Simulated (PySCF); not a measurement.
Harmonic spectrum computed at PBE0 in the def2-TZVPD basis family (core potentials from Rb on, PySCF, no spin–orbit coupling):

```tsv
ω (cm⁻¹)	IR (km/mol, summed over degenerate members)	degeneracy
543	1118	3
607	0.0	2
1560	2410	3
1613	0.0	1
```

Question: Which molecule gave it? In each, all ligands are bound to the one heavy central atom.
A. InH₄⁻ (singlet)
B. AuH₄⁻ (singlet)
C. TlH₄⁻ (singlet)
D. BiH₄⁻ (singlet)

Answer: C. It has Td symmetry with Tl–H 1.796 Å (×4).
